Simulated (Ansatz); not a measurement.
`O[Si](Cl)(Cl)O[SiH3]` + `CC#CS` → `CC#CS[SiH3]` + `O[Si](O)(Cl)Cl`  (ligand exchange at the Si–O bond)

Isolated molecules relaxed with PBE0-D4/def2-TZVP in Ansatz; ΔE leaves out vibrations. CCSD(T)/CBS is the MP2 limit (def2-TZVPP, def2-QZVPP) plus CCSD(T) − MP2 in def2-TZVPP, frozen cores. Functionals use def2-TZVPP. One conformer a species, not always the lowest.

`O[Si](Cl)(Cl)O[SiH3]`:

Z-matrix (Å, degrees):
```
Si
Cl 1 2.039
Cl 1 2.039 2 107.2
O 1 1.616 2 111.0 3 121.4
O 1 1.597 2 110.4 3 -120.2
H 4 0.958 1 118.4 2 -59.1
Si 5 1.645 1 148.9 2 60.9
H 7 1.483 5 109.4 1 -62.6
H 7 1.481 5 107.4 1 177.7
H 7 1.483 5 109.5 1 57.9
```

`CC#CS`:

```xyz
8

C     1.160   -0.846    0.396
C    -0.039   -0.091    0.094
C    -1.032    0.541   -0.165
S    -2.491    1.331   -0.431
H     0.900   -1.824    0.809
H     1.790   -0.329    1.124
H     1.751   -1.017   -0.508
H    -2.038    2.234   -1.320
```

`CC#CS[SiH3]`:

Cartesian coordinates in Å:
```
C 1.310 1.195 1.801
C 0.497 0.184 1.157
C -0.180 -0.659 0.622
S -1.127 -1.860 -0.083
Si -1.244 -0.954 -2.028
H 0.777 1.661 2.633
H 1.577 1.983 1.091
H 2.238 0.767 2.188
H -1.895 0.375 -1.933
H 0.113 -0.812 -2.607
H -2.067 -1.883 -2.843
```

`O[Si](O)(Cl)Cl`:

```xyz
7

O    -0.582    1.132   -0.605
Si    0.127   -0.235   -0.096
O    -0.733   -0.852    1.124
Cl    0.184   -1.655   -1.540
Cl    2.049    0.181    0.460
H    -0.097    1.703   -1.203
H    -0.947   -0.273    1.858
```

```tsv
level	ΔE (eV)
PBE0	0.36
HF/def2-TZVPP	0.70
CCSD/def2-TZVPP	0.54
CCSD/CBS(def2)	0.52
```

(1) What does CCSD(T)/CBS give? (Best estimate.)

Largest T1 diagnostic among the species: 0.012.

## Answers

(1) Computed: +0.48 eV. The listed levels differ from it by -0.12, 0.22, 0.06, 0.04 eV.

In def2-TZVPP, CCSD(T) changes the Hartree–Fock value by −0.20 eV (the triples alone add −0.04 eV) and MP2 by −0.25 eV. From PBE to PBE0 (25 % exact exchange), in def2-TZVPP and without D4, ΔE moves by +0.06 eV.
